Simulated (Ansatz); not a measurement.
Relaxation of CH₇AlFNOSi (13 atoms, charge 0, multiplicity 1), to a largest force component of 0.015 eV/Å in at most 40 steps.

All numbers below come from Ansatz, RHF/def2-SVP.

```xyz
13
Properties=species:S:1:pos:R:3:forces:R:3
N -0.882 -2.152 1.751 -0.97 2.75 -1.29
Al 0.174 -0.568 1.531 -0.92 -1.19 2.15
Si 0.745 0.163 -0.646 1.53 -0.67 -0.15
O 0.173 -0.881 -1.809 -5.37 0.28 1.09
C 0.154 1.892 -0.926 0.00 1.54 0.54
F -1.225 1.935 -0.799 0.08 -0.15 -0.30
H -1.779 -1.920 1.204 1.96 -1.09 1.26
H -0.401 -2.879 1.253 -0.30 -0.56 -0.25
H 0.689 0.253 2.859 -0.25 -0.42 -0.62
H 2.245 0.149 -0.733 -0.26 0.19 -0.20
H -0.885 -0.876 -1.604 4.80 -0.43 -1.48
H 0.466 2.248 -1.905 -0.34 0.26 -0.18
H 0.545 2.602 -0.163 0.04 -0.50 -0.56
```

Problem. Where does it end, and by what steps?

Solution. The forces met the threshold. After 17 steps the energy has fallen by 1.535 eV; H7 moved furthest, 1.45 Å.

```
step  energy less start (eV)  largest force component (eV/Å)  accepted
   0                  0.0000                           5.368       yes
   1                 -0.8354                           1.960       yes
   2                 -0.9843                           1.297       yes
   3                 -1.0605                           1.197       yes
   4                 -1.1326                           1.935       yes
   5                 -1.2416                           1.885       yes
   6                 -1.3598                           1.512       yes
   7                 -1.4466                           0.851       yes
   8                 -1.4752                           1.443       yes
   9                 -1.4803                           0.717       yes
  10                 -1.5041                           0.465       yes
  11                 -1.5302                           0.278       yes
  12                 -1.5321                           0.168       yes
  13                 -1.5336                           0.132       yes
  14                 -1.5329                           0.057        no
  15                 -1.5350                           0.047       yes
  16                 -1.5351                           0.026       yes
  17                 -1.5351                           0.007       yes
```

```xyz
13
Properties=species:S:1:pos:R:3
N -0.909 -2.102 1.623
Al -0.023 -0.573 1.506
Si 0.846 0.185 -0.696
O 0.358 -0.780 -1.966
C 0.218 1.972 -0.944
F -1.096 2.046 -0.515
H -1.319 -2.461 2.465
H -1.070 -2.749 0.874
H 0.182 0.263 2.833
H 2.324 0.253 -0.805
H -0.541 -1.062 -2.012
H 0.249 2.288 -1.988
H 0.802 2.686 -0.360
```

The run took 43 s on 2 threads of AMD EPYC 7B13 (Zen 3) (shared host), peak memory 0.31 GiB.
